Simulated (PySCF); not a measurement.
Deuteron quadrupole couplings in `C=C(C)/C(=C/[SiH3])[SiH2]O[SiH3]`

C5H14OSi3.
Numbering: `[CH2:1]=[C:2]([CH3:3])/[C:4](=[CH:5]/[SiH3:6])[SiH2:7][O:8][SiH3:9]` (hydrogens: H10, H11 on C1; H12, H13, H14 on C3; H15 on C5; H16, H17, H18 on Si6; H19, H20 on Si7; H21, H22, H23 on Si9)

Geometry (GFN2-xTB, Å), atoms numbered from 1 in this order:
```xyz
23
C5H14OSi3 angstrom
C     -0.8680   -2.3217    0.8411
C     -1.3886   -1.1883    0.3919
C     -2.8240   -1.0621   -0.0205
C     -0.5802    0.0439    0.2829
C     -0.1004    0.6148    1.3937
Si     0.9174    2.1900    1.5068
Si    -0.2119    0.6701   -1.4651
O      1.3695    0.4706   -1.7636
Si     2.8765   -0.0572   -1.4955
H     -1.4504   -3.2246    0.9230
H      0.1673   -2.3897    1.1297
H     -2.8962   -0.7286   -1.0542
H     -3.3415   -2.0124    0.0848
H     -3.3220   -0.3184    0.6014
H     -0.3389    0.1277    2.3374
H      1.2332    2.3994    2.9260
H      0.1274    3.3345    1.0341
H      2.1688    2.0997    0.7512
H     -0.4688    2.1023   -1.6115
H     -0.8904   -0.1469   -2.4727
H      3.7263    1.1249   -1.6222
H      2.9493   -0.6460   -0.1579
H      3.1408   -1.0550   -2.5308
```

Level: PBE0/pcSseg-1 (PySCF, non-relativistic); Q(2H) = 0.00286 b; rigid geometry, the same for H and D, with no vibrational averaging.

Question: Rank these positions by the coupling χzz of a deuteron there, largest first.
A. H17 (Si–H hydrogen)
B. H14 (methyl hydrogen)
C. H11 (vinylic hydrogen)

Answer: C (227 kHz), B (208 kHz), A (107 kHz).

Question: Give the electric field gradient Vzz (the principal value of largest size), its asymmetry and the 2H coupling at each hydrogen.

Answer: 
```
atom  bonded to  bond length (Å)  Vzz (au)     η  χzz (kHz)
 H10         C1            1.077    0.3369  0.06        226
 H11         C1            1.077    0.3371  0.06        227
 H12         C3            1.089    0.3121  0.04        210
 H13         C3            1.087    0.3148  0.03        212
 H14         C3            1.090    0.3095  0.02        208
 H15         C5            1.088    0.3140  0.04        211
 H16        Si6            1.469    0.1586  0.02        107
 H17        Si6            1.469    0.1596  0.01        107
 H18        Si6            1.465    0.1629  0.03        110
 H19        Si7            1.462    0.1600  0.02        108
 H20        Si7            1.464    0.1588  0.02        107
 H21        Si9            1.461    0.1614  0.02        108
 H22        Si9            1.463    0.1600  0.03        108
 H23        Si9            1.462    0.1609  0.02        108
```

Question: Average by the element that carries the hydrogen.

Answer: on C: 216 kHz over 6 positions, mean bond length 1.085 Å; on Si: 108 kHz over 8 positions, mean bond length 1.464 Å.

Question: Give the 2H NMR doublet splittings at H14 for a magnetic field along the z, y and x axes of the gradient: 3χ/2, 3χ(1 + η)/4, 3χ(1 − η)/4.

Answer: With |χ| = 208.0 kHz and η = 0.021: 312, 159 and 153 kHz, to first order and without motion.

Isolated species at its GFN2-xTB geometry (one conformer only). GFN2-xTB frequencies show an imaginary mode (34i cm⁻¹), so this geometry is no minimum at that level. GFN2-xTB bond lengths can be off by several hundredths of an ångström, more for odd bonds, and the gradients follow them. With a basis this small, the couplings can be 20 % off.
